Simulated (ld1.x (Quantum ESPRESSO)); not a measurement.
**Reading a pseudo-wave (aluminium (Al))**

Columns: radius, all-electron u(r) and pseudo u(r) of the 3p shell (level -2.71 eV) of aluminium in the configuration [Ne] 3s2 3p1; PBE, scalar-relativistic, ultrasoft scheme, ld1.x (Quantum ESPRESSO) 7.5.

```
r (bohr)  all-electron   pseudo
   0.123        0.0964  -0.0043
   0.245        0.1893  -0.0167
   0.368        0.2139  -0.0370
   0.490        0.1854  -0.0640
   0.613        0.1260  -0.0970
   0.735        0.0526  -0.1340
   0.858       -0.0259  -0.1745
   0.980       -0.1024  -0.2164
   1.103       -0.1750  -0.2590
   1.225       -0.2408  -0.3007
   1.348       -0.3002  -0.3411
   1.470       -0.3523  -0.3788
   1.593       -0.3982  -0.4141
   1.715       -0.4374  -0.4458
   1.838       -0.4707  -0.4742
   1.960       -0.4977  -0.4987
   2.083       -0.5192  -0.5193
   2.205       -0.5354  -0.5354
   2.328       -0.5469  -0.5469
   2.450       -0.5542  -0.5542
   2.573       -0.5576  -0.5576
   2.695       -0.5578  -0.5578
   2.818       -0.5550  -0.5550
   2.940       -0.5498  -0.5498
   3.063       -0.5424  -0.5424
   3.185       -0.5333  -0.5333
```

Problem. How many radial nodes do the two functions have?

Solution. The all-electron 3p function has n − l − 1 = 1; the pseudo-wave has 0, since the states of the same l below it are removed with the core.

Problem. At about which radius was the pseudo-wave matched?

Solution. 2.20 bohr, where the columns begin to agree (steps of 0.12 bohr).

Problem. Where does each function peak?

Solution. Outermost all-electron maximum near 2.69 bohr, pseudo maximum near 2.69 bohr (to the table’s step).

Problem. Is the pseudo-wave norm-conserving?

Solution. No, it belongs to an ultrasoft set: the norm inside the radius is not constrained, and the difference is carried by the augmentation charge.
